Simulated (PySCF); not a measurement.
C7H6S.
SMILES with atom numbers: `[SH:1][CH:2]1[c:3]2[cH:4][cH:5][cH:6][cH:7][c:8]21`

Geometry (GFN2-xTB, Å), atoms numbered from 1 in this order:
```xyz
14
C7H6S angstrom
S      3.1358    0.6190    0.4728
C      1.8644   -0.5100   -0.1718
C      0.6006    0.0026   -0.7474
C     -0.4652    0.5724   -1.3687
C     -1.6637    0.4076   -0.6504
C     -1.7249   -0.2308    0.5779
C     -0.5933   -0.7698    1.2172
C      0.5403   -0.6331    0.4801
H      2.2912    1.5624    0.8857
H      2.3614   -1.3754   -0.5942
H     -0.4333    1.0973   -2.3111
H     -2.5753    0.8050   -1.0722
H     -2.6821   -0.3096    1.0724
H     -0.6566   -1.2380    2.1876
```

NICS = −σ at a ghost point: NICS(0) at the centroid of the ring atoms, NICS(1) 1 Å to either side along the normal of their mean plane, zz for the tensor component along that normal. Level: GIAO PBE0/pcSseg-1 (PySCF, non-relativistic, gas phase) on the GFN2-xTB geometry, one conformer.

Rings: 1. C2–C3–C8; 2. C3–C4–C5–C6–C7–C8.

```json
{"set": "P", "NICS(0)": "-22.3", "NICS(1), two faces": "-7.6 / -8.1", "NICS(1)zz, two faces": "-12.8 / -17.0"}
{"set": "Q", "NICS(0)": "-8.6", "NICS(1), two faces": "-11.6 / -11.7", "NICS(1)zz, two faces": "-27.5 / -27.9"}
```

Q: Which set (ppm) belongs to which ring?

A: P = 1, Q = 2.
- 1 (3-membered carbocycle; formal bonds 1 aromatic, 2 single): mean NICS(1)zz -14.9 ppm, shielded. C2 has four or more neighbours, and the NICS criterion for π rings isn't applied.
- 2 (6-membered carbocycle; formal bonds all aromatic): mean NICS(1)zz -27.7 ppm, shielded, aromatic by this magnetic criterion (flat ring, no four-coordinate atom), though in fused rings the probe also feels the neighbouring ring.

Q: How do the rings differ in shape?

A: 
```csv
ring,bond lengths (Å),rms pucker (Å),HOMA,nearest outside atom to a NICS(1) probe (Å)
1,"1.480, 1.384, 1.481",0.00,–,hydrogen 1.51
2,"1.359, 1.407, 1.386, 1.407, 1.359, 1.384",0.01,0.90,hydrogen 2.62
```

HOMA = 1 − mean of α(R − Ropt)² over the ring bonds, with Krygowski's 1993 parameters (CC: Ropt 1.388 Å, α 257.7 Å⁻²). A dash marks a ring with a four-coordinate atom, a triple bond, no multiple bond or a kind of bond without parameters.

The run took 46 s wall on Intel Xeon Platinum 8175M at 2.50 GHz, one thread, shared host with 96 logical CPUs at a one-minute load of 77, and the process peaked at 0.75 GiB of memory. This is the whole shielding run at PBE0/pcSseg-1, SCF included.
